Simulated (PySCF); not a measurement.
**Working out the ionisation energy of S²⁺**

S²⁺ [Ne] 3s2 3p2 (3P) → S³⁺ [Ne] 3s2 3p1 (2P). All numbers are calculated (PySCF 2.14, scalar relativity by spin-free X2C-1e, in cc-pVDZ-DK). Frozen: [Ne]. Energies in hartree (1 hartree = 27.21139 eV):

```
            part  S²⁺ (lower)  S³⁺ (upper)
             UHF  -397.403624  -396.149575
CCSD correlation    -0.073797    -0.061606
             (T)    -0.000816    -0.000546
```

Problem. What does Hartree-Fock give?

Solution. (-396.149575) − (-397.403624) = 1.254049 hartree = 34.124 eV.

Problem. What do CCSD and CCSD(T) give?

Solution. The CCSD correlation energies differ by 0.012191 hartree = 0.332 eV and the triples by 0.000270 hartree = 0.007 eV, so CCSD gives 34.456 eV and CCSD(T) 34.463 eV.

Reference: 34.86 ± 0.04 eV (semi-empirical (NIST evaluation); NIST Atomic Spectra Database, ionization energies), between the lowest levels; spin-orbit coupling is absent from the calculation.

A double-zeta basis recovers only part of the correlation energy.

What remains against the reference includes basis incompleteness, the frozen core and higher excitations.
